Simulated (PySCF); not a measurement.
tetrahydrofurfuryl chloride (C(Cl)[C@@H]1CCCO1, C5H9ClO)

Geometry:
| atom | x (Å) | y (Å) | z (Å) |
| --- | --- | --- | --- |
| Cl1 | 3.719 | -0.044 | 0.521 |
| C2 | 2.362 | 1.013 | 0.042 |
| C3 | 1.036 | 0.421 | 0.475 |
| C4 | 0.667 | -0.903 | -0.193 |
| C5 | -0.848 | -0.788 | -0.301 |
| C6 | -1.007 | 0.694 | -0.606 |
| O7 | 0.019 | 1.342 | 0.118 |
| H8 | 2.518 | 1.994 | 0.511 |
| H9 | 2.392 | 1.133 | -1.050 |
| H10 | 1.049 | 0.304 | 1.576 |
| H11 | 1.121 | -0.956 | -1.197 |
| H12 | 1.017 | -1.776 | 0.374 |
| H13 | -1.287 | -1.440 | -1.069 |
| H14 | -1.322 | -1.032 | 0.663 |
| H15 | -1.978 | 1.109 | -0.292 |
| H16 | -0.894 | 0.887 | -1.691 |

Computed, not measured: quadratic response CAM-B3LYP/aug-cc-pVDZ first hyperpolarisability, Taylor convention, gas phase in PySCF. Geometry: PBE0-D3(BJ)/def2-SVP.

(1) Give the tensor of the second harmonic β(−2ω;ω,ω) at 1907 nm in the axes of these coordinates.

Answers

(1) In au, Taylor convention; rows are the first index (the induced dipole):
```csv
,xx,yy,zz,xy,xz,yz
x,-44.0,+8.0,+8.1,+11.9,-0.1,+4.2
y,+11.9,+17.4,+14.8,+8.0,+4.1,+6.9
z,-0.3,+6.9,+23.1,+4.2,+8.2,+14.8
```
Norm of βᵢ = ⅓ Σⱼ (βᵢⱼⱼ + βⱼᵢⱼ + βⱼⱼᵢ): 60.1 au, hyper-Rayleigh value 26.5 au.
